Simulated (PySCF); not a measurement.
C4H9FOSi.
Numbering: `[CH3:1][C@@H:2]1[CH2:3][C@@H:4]([F:5])[SiH2:6][O:7]1` (hydrogens: H8, H9, H10 on C1; H11 on C2; H12, H13 on C3; H14 on C4; H15, H16 on Si6)

A linear-response calculation (PySCF, def2-SVPD basis, gas phase, vertical, core orbitals frozen in the response) gave these numbers; the functional is withheld.

Orbital energies (eV): HOMO-3 -9.47, HOMO-2 -8.88, HOMO-1 -8.17, HOMO -7.74, LUMO -0.03, LUMO+1 0.32, LUMO+2 0.83.

```
state  E (eV)       f  main configurations (H = HOMO, L = LUMO)
   S1    6.64  0.0092                                 H→L (97%)
   S2    7.13   0.023                               H-1→L (92%)
   S3    7.18   0.019                               H→L+1 (94%)
   S4    7.50  0.0073  H-1→L+1 (65%), H→L+2 (22%), H-1→L+2 (9%)
   S5    7.63   0.011                H→L+2 (64%), H-1→L+1 (28%)
   S6    7.86   0.011                H→L+4 (61%), H-1→L+2 (16%)
```

Triplets (Tamm–Dancoff): T1 6.37 eV, H→L (95%); T2 6.74 eV, H-1→L (92%); T3 7.01 eV, H→L+1 (67%), H-1→L+2 (15%); T4 7.10 eV, H→L+2 (35%), H-1→L+2 (26%), H→L+1 (23%).

Vertical ionisation energy by ΔSCF with the same functional: 9.86 eV. Mean static polarisability: 76.7 au.

Question: Name the functional.
A. PBE
B. B3LYP
C. HF
D. wB97X-D

Answer: B. B3LYP is a global hybrid with 20% exact exchange. In this run −ε(HOMO) = 7.74 eV differs from the ΔSCF value by -2.12 eV, and S1 differs from the orbital gap of 7.71 eV by -1.07 eV. The ratio −ε(HOMO)/IP is 0.78. Usual ranges for neutral molecules in this basis: 0.67 to 0.83 with B3LYP, 0.5 to 0.7 with PBE, 0.89 to 0.99 with wB97X-D; Hartree–Fock can't fall below 1, since the ion's relaxation only lowers the ΔSCF value. The other options: PBE, a GGA without exact exchange; HF, time-dependent Hartree–Fock, 100% exact exchange; wB97X-D, range-separated, 22% exact exchange at short range and 100% at long range (ω = 0.2 bohr⁻¹).

The calculation used TDDFT B3LYP/def2-SVPD, vertical, gas phase, core orbitals frozen in the response (PySCF). The structure is a single PBE0-D3(BJ)/def2-SVP conformer in the gas phase; no vibrational or solvent corrections.
